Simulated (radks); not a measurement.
The numbers below are computed, except where a source is named.
Task: The cobalt ion Co2+ is in [Ar] 3d7. Code: a radial shooting solver on a logarithmic mesh with Libxc functionals. Model: non-relativistic Kohn-Sham, PBE, spin-polarised, spherical densities, point nucleus. Open shells are filled with parallel spins first. One electron is removed from 3d, 3p, 2p, 3s in turn, with full relaxation. Which removal costs least, and what does each cost?

Result: 3d 33.846 eV; 3p 91.411 eV; 3s 126.32 eV; 2p 812.94 eV. The 3d electron leaves first.
